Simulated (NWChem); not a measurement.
System: ZnSiNH5O; SMILES [O]([Zn][NH2])[SiH3]

The following NWChem deck was run.

```
start job
memory heap 200 mb stack 900 mb global 1100 mb
geometry units angstroms noautoz
  Zn     0.337620     0.850304     0.001654
  N      0.162351     2.652358     0.005722
  H     -0.304518     3.054723     0.815441
  H     -0.268180     3.062142    -0.820250
  O      0.729595    -0.872058     0.001124
  Si     0.080609    -2.374769     0.001769
  H     -1.416090    -2.347212    -0.148626
  H      0.381241    -3.097747     1.279154
  H      0.624534    -3.195596    -1.126318
end
basis spherical
  * library 3-21g
end
dft
  xc pbe0
  iterations 150
  mulliken
end
task dft energy
```

NWChem printed, in part:

```
             Northwest Computational Chemistry Package (NWChem) 7.3.0
             --------------------------------------------------------

 C1  symmetry detected

                             Geometry "geometry" -> ""
                             -------------------------

 Output coordinates in angstroms (scale by  1.889725989 to convert to a.u.)

  No.       Tag          Charge          X              Y              Z
 ---- ---------------- ---------- -------------- -------------- --------------
    1 Zn                  30.0000     0.05687391     0.83039070     0.00006446
    2 N                    7.0000    -0.14284955     2.62990260     0.00142833
    3 H                    1.0000    -0.62367690     3.02616298     0.80597285
    4 H                    1.0000    -0.57013076     3.03353785    -0.82924547
    5 O                    8.0000     0.47215316    -0.88649574     0.00449352
    6 Si                  14.0000    -0.15636563    -2.39787171    -0.00101918
    7 H                    1.0000    -1.65162488    -2.39066937    -0.16725349
    8 H                    1.0000     0.14050467    -3.11628619     1.27981566
    9 H                    1.0000     0.41055100    -3.21161470    -1.12290132

 Effective nuclear repulsion energy (a.u.)     316.9584142263

                                 NWChem DFT Module
                                 -----------------

 Summary of "ao basis" -> "ao basis" (spherical)
 ------------------------------------------------------------------------------
       Tag                 Description            Shells   Functions and Types
 ---------------- ------------------------------  ------  ---------------------
 Zn                          3-21g                  11       27   5s4p2d
 N                           3-21g                   5        9   3s2p
 H                           3-21g                   2        2   2s
 O                           3-21g                   5        9   3s2p
 Si                          3-21g                   7       13   4s3p

            General Information
            -------------------
          SCF calculation type: DFT
          Wavefunction type:  closed shell.
          No. of atoms     :     9
          No. of electrons :    64
           Alpha electrons :    32
            Beta electrons :    32
          Charge           :     0
          Spin multiplicity:     1
          Use of symmetry is: off; symmetry adaption is: off
          Maximum number of iterations: 150
          AO basis - number of functions:    68
                     number of shells:    38
          Convergence on energy requested:  1.00D-06
          Convergence on density requested:  1.00D-05
          Convergence on gradient requested:  5.00D-04

              XC Information
              --------------
                         PBE0 Method XC Functional
                     Hartree-Fock (Exact) Exchange  0.250
          PerdewBurkeErnzerhof Exchange Functional  0.750
            Perdew 1991 LDA Correlation Functional  1.000 local
           PerdewBurkeErnz. Correlation Functional  1.000 non-local

             Grid Information
             ----------------
          Grid used for XC integration:  medium
          Radial quadrature: Mura-Knowles
          Angular quadrature: Lebedev.
          Tag              B.-S. Rad. Rad. Pts. Rad. Cut. Ang. Pts.
          ---              ---------- --------- --------- ---------
          Zn                  1.35      112          11.0       590
          N                   0.65       49          13.0       434
          H                   0.35       45          14.0       434
          O                   0.60       49          10.0       434
          Si                  1.10       88          12.0       590
          Grid pruning is: on
          Number of quadrature shells:   523
          Spatial weights used:  Erf1

      Superposition of Atomic Density Guess
      -------------------------------------

 Sum of atomic energies:       -2187.14472591

      Non-variational initial energy
      ------------------------------

 Total energy =   -2188.089810
 1-e energy   =   -3686.526296
 2-e energy   =    1181.478072
 HOMO         =      -0.321084
 LUMO         =      -0.059958

     ---------------------------------------------
      Total Density - Mulliken Population Analysis
     ---------------------------------------------

    Atom       Charge   Shell Charges
 -----------   ------   -------------------------------------------------------
    1 Zn  30    28.80   2.00  2.00  6.00  2.00  5.97  0.53  0.21  0.14  0.08  5.01  4.86
    2 N    7     8.29   1.99  0.40  1.95  1.34  2.60
    3 H    1     0.60   0.37  0.23
    4 H    1     0.60   0.37  0.23
    5 O    8     9.27   1.99  0.44  2.37  1.45  3.03
    6 Si  14    12.99   2.00  1.97  5.86  0.68  1.26  0.56  0.65
    7 H    1     1.15   0.41  0.75
    8 H    1     1.15   0.41  0.75
    9 H    1     1.15   0.41  0.75

   convergence    iter        energy       DeltaE   RMS-Dens  Diis-err
 ---------------- ----- ----------------- --------- --------- ---------
 d= 0,ls=0.0,diis     1  -2190.1695034230 -2.51D+03  3.05D-02  1.08D+00
 d= 0,ls=0.0,diis     2  -2189.9469753573  2.23D-01  1.99D-02  3.45D+00
 d= 0,ls=0.0,diis     3  -2190.3004375380 -3.53D-01  3.47D-03  5.77D-02
 d= 0,ls=0.0,diis     4  -2190.3024155443 -1.98D-03  1.65D-03  3.95D-02
 d= 0,ls=0.0,diis     5  -2190.3067676432 -4.35D-03  2.17D-04  2.09D-04
  Resetting Diis
 d= 0,ls=0.0,diis     6  -2190.3067965324 -2.89D-05  5.16D-05  5.14D-05
 d= 0,ls=0.0,diis     7  -2190.3067992837 -2.75D-06  3.07D-05  5.12D-06
 d= 0,ls=0.0,diis     8  -2190.3067992956 -1.19D-08  1.39D-05  7.00D-06
 d= 0,ls=0.0,diis     9  -2190.3067996198 -3.24D-07  3.21D-06  6.09D-08

         Total DFT energy =    -2190.306799619775
      One electron energy =    -3685.368986015238
           Coulomb energy =     1286.973453603788
    Exchange-Corr. energy =     -108.869681434651
 Nuclear repulsion energy =      316.958414226325

 Numeric. integr. density =       63.999977037795

                       DFT Final Molecular Orbital Analysis
                       ------------------------------------

 Vector   30  Occ=2.000000D+00  E=-2.876678D-01
              MO Center= -9.8D-02, -1.1D+00, -6.1D-02, r^2= 3.5D+00
   Bfn.  Coefficient  Atom+Function         Bfn.  Coefficient  Atom+Function
  ----- ------------  ---------------      ----- ------------  ---------------
    47      0.424782  5 O  px                64      0.367536  7 H  s
    43      0.363929  5 O  px                10     -0.229909  1 Zn s
    68     -0.194956  9 H  s                 63      0.167352  7 H  s
    66     -0.137746  8 H  s                 56     -0.134593  6 Si px
    11      0.130652  1 Zn px                46      0.124948  5 O  s

 Vector   31  Occ=2.000000D+00  E=-2.786836D-01
              MO Center=  3.6D-01, -1.4D+00,  6.2D-02, r^2= 2.7D+00
   Bfn.  Coefficient  Atom+Function         Bfn.  Coefficient  Atom+Function
  ----- ------------  ---------------      ----- ------------  ---------------
    49      0.479397  5 O  pz                45      0.407675  5 O  pz
    66     -0.342661  8 H  s                 68      0.306787  9 H  s
    19      0.144613  1 Zn d -1              65     -0.143606  8 H  s
    13      0.134678  1 Zn pz                24      0.129353  1 Zn d -1
    67      0.128931  9 H  s                 58     -0.119783  6 Si pz

 Vector   32  Occ=2.000000D+00  E=-2.394726D-01
              MO Center= -2.8D-02,  2.2D+00,  9.1D-04, r^2= 2.3D+00
   Bfn.  Coefficient  Atom+Function         Bfn.  Coefficient  Atom+Function
  ----- ------------  ---------------      ----- ------------  ---------------
    34      0.464080  2 N  px                30      0.380538  2 N  px
    35      0.246414  2 N  py                33      0.228171  2 N  s
    31      0.193129  2 N  py                47     -0.162185  5 O  px
    18     -0.144913  1 Zn d -2              43     -0.137706  5 O  px
    16      0.131120  1 Zn py                23     -0.128192  1 Zn d -2

 Vector   33  Occ=0.000000D+00  E=-2.119714D-02
              MO Center= -6.1D-01,  7.7D-01, -1.7D-02, r^2= 5.8D+00
   Bfn.  Coefficient  Atom+Function         Bfn.  Coefficient  Atom+Function
  ----- ------------  ---------------      ----- ------------  ---------------
    14      1.028068  1 Zn s                 33     -0.420000  2 N  s
    46     -0.362033  5 O  s                 15     -0.253515  1 Zn px
    35      0.171065  2 N  py                60      0.170059  6 Si px
    22     -0.149629  1 Zn d  2              31      0.140012  2 N  py
    61      0.138966  6 Si py                 6     -0.132809  1 Zn s

 Vector   34  Occ=0.000000D+00  E= 1.173553D-02
              MO Center=  9.4D-02,  8.0D-01,  7.2D-03, r^2= 6.5D+00
   Bfn.  Coefficient  Atom+Function         Bfn.  Coefficient  Atom+Function
  ----- ------------  ---------------      ----- ------------  ---------------
    17      0.806254  1 Zn pz                13      0.329238  1 Zn pz
    49     -0.194132  5 O  pz                62     -0.153767  6 Si pz
    45     -0.136758  5 O  pz                40      0.123792  4 H  s
    38     -0.122152  3 H  s                  9     -0.111115  1 Zn pz
    66      0.089743  8 H  s                 32     -0.073294  2 N  pz

 Vector   35  Occ=0.000000D+00  E= 3.063484D-02
              MO Center=  6.3D-01,  9.3D-01,  1.3D-02, r^2= 6.6D+00
   Bfn.  Coefficient  Atom+Function         Bfn.  Coefficient  Atom+Function
  ----- ------------  ---------------      ----- ------------  ---------------
    15      0.789909  1 Zn px                33     -0.286499  2 N  s
    11      0.250248  1 Zn px                46     -0.242438  5 O  s
    34     -0.215190  2 N  px                14      0.188412  1 Zn s
    61      0.147169  6 Si py                30     -0.142367  2 N  px
    16      0.137587  1 Zn py                55      0.117453  6 Si s

     ---------------------------------------------
      Total Density - Mulliken Population Analysis
     ---------------------------------------------

    Atom       Charge   Shell Charges
 -----------   ------   -------------------------------------------------------
    1 Zn  30    29.27   2.00  2.00  6.00  2.00  5.97  0.83  0.56  0.06  0.15  5.03  4.68
    2 N    7     7.90   1.99  0.37  1.81  1.36  2.37
    3 H    1     0.69   0.45  0.24
    4 H    1     0.69   0.45  0.24
    5 O    8     8.81   1.98  0.41  2.11  1.47  2.83
    6 Si  14    13.16   2.00  1.97  5.86  0.73  1.57  0.48  0.56
    7 H    1     1.18   0.43  0.75
    8 H    1     1.16   0.43  0.73
    9 H    1     1.16   0.43  0.73

     -------------------------------------------
      Total Density - Lowdin Population Analysis
     -------------------------------------------

    Atom       Charge   Shell Charges
 -----------   ------   -------------------------------------------------------
    1 Zn  30    29.57   2.00  2.00  6.00  1.98  5.93  0.67  0.75  0.22  0.28  5.00  4.74
    2 N    7     7.53   1.98  0.49  1.76  0.84  2.46
    3 H    1     0.80   0.45  0.36
    4 H    1     0.80   0.45  0.36
    5 O    8     8.55   1.98  0.56  2.11  1.04  2.87
    6 Si  14    13.38   2.00  1.95  5.79  0.60  1.51  0.48  1.04
    7 H    1     1.12   0.45  0.67
    8 H    1     1.12   0.45  0.67
    9 H    1     1.12   0.45  0.66

     Multipole analysis of the density
     ---------------------------------

     L   x y z        total         alpha         beta         nuclear
     -   - - -        -----         -----         ----         -------
     0   0 0 0     -0.000000    -32.000000    -32.000000     64.000000

     1   1 0 0     -0.770900     -0.385450     -0.385450      0.000000
     1   0 1 0      0.675807      0.337903      0.337903     -0.000000
     1   0 0 1     -0.020056     -0.010028     -0.010028      0.000000

     2   2 0 0    -31.431497    -26.421431    -26.421431     21.411364
     2   1 1 0     -2.857187     -0.112727     -0.112727     -2.631732
     2   1 0 1     -0.096014     -0.017741     -0.017741     -0.060532
     2   0 2 0    -32.973539   -373.568629   -373.568629    714.163720
     2   0 1 1     -0.112370     -0.005488     -0.005488     -0.101395
     2   0 0 2    -28.795109    -22.011492    -22.011492     15.227875
```

Level: PBE0/3-21G. The geometry was optimised at PBE0/def2-SVP. No frequency run checked for a minimum.
